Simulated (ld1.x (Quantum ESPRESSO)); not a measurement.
## Before and after: ultrasoft potential for osmium (Os)

* Element: osmium
* Generator: ld1.x (Quantum ESPRESSO) 7.5
* Type: ultrasoft
* Functional: PBE
* Relativity: scalar-relativistic
* Frozen core: [Kr] 4d10
* Valence charge: 30
* Reference configuration: 4f14 5s2 5p6 5d6.5 6s1.5 6p0
* Partial waves: 5s (bound): rcut 1.40, rcutus 1.80 bohr; 6s (bound): rcut 1.40, rcutus 1.80 bohr; 5p (bound): rcut 1.80, rcutus 2.45 bohr; 6p (bound, empty): rcut 1.80, rcutus 2.45 bohr; 5d (bound): rcut 1.70, rcutus 1.80 bohr; 5d channel at -0.05 Ry: rcut 1.70, rcutus 1.80 bohr; 4f (bound): rcut 0.60, rcutus 0.65 bohr; 4f channel at -1.15 Ry: rcut 0.60, rcutus 0.65 bohr
* Local potential: all-electron potential smoothed inside 1.05 bohr (lloc = -1)
* Core correction: Bessel-smoothed model core inside 0.60 bohr
* Augmentation charge: PSQ, inside the norm-conserving radii

Change: core [Kr] 4d10 4f14, valence charge 16; reference 5s2 5p6 5d6 6s2 6p0; waves now 5s (bound): rcut 1.35, rcutus 1.85 bohr; 6s (bound): rcut 1.35, rcutus 1.85 bohr; 5p (bound): rcut 2.10, rcutus 2.35 bohr; 6p (bound): rcut 2.10, rcutus 2.35 bohr; 5d (bound): rcut 1.95, rcutus 2.45 bohr; 5d channel at -0.05 Ry: rcut 1.95, rcutus 2.45 bohr; local potential all-electron potential smoothed inside 2.35 bohr (lloc = -1); core correction a·sin(br)/r model core inside 1.90 bohr.

Cutoffs: the cutoffs (Ry, on a coarse ladder) from which the occupation-weighted sum of valence levels, in a spherical-Bessel basis at the reference potential, stays within 10 and 1 mRy of its value at 400 Ry; they do not see the model core or the augmentation charge, which bear on the density cutoff. Errors are all-electron minus pseudo energies relative to the spin-unpolarised reference configuration.

What does the change do?

The bound ghost in s disappears; the number of tests with a reliable result goes from 6 to 2 (the test run of the changed file stopped, so its transferability is not established); the range in which the p phases agree widens (upper end 1.4 → at the end of the scan). Several settings change at once here, so the effects cannot be laid on one of them.

```tsv
quantity	base	changed
cutoff, loose	over 300 Ry	30 Ry
cutoff, tight	over 300 Ry	45 Ry
bound ghosts	s	none
tests with a reliable result	6 of 7	2 of 7 (the test run stopped)
s: phases at 2.65 bohr within 0.05 rad from the reference energy up to (Ry; the scan ends near 5)	4.3	4.1
p: phases at 2.65 bohr within 0.05 rad from the reference energy up to (Ry; the scan ends near 5)	1.4	to the end of the scan
d: phases at 2.65 bohr within 0.05 rad from the reference energy up to (Ry; the scan ends near 5)	to the end of the scan	to the end of the scan
lowest overlap eigenvalue by channel	s 0.02, p 0.68, d 0.95, f 0.98	s 0.12, p 0.80, d 1.00
```

 A true bound ghost makes a file unfit for plane-wave use even where its test errors are small: the radial tests pick states by their node count and pass the ghost by.
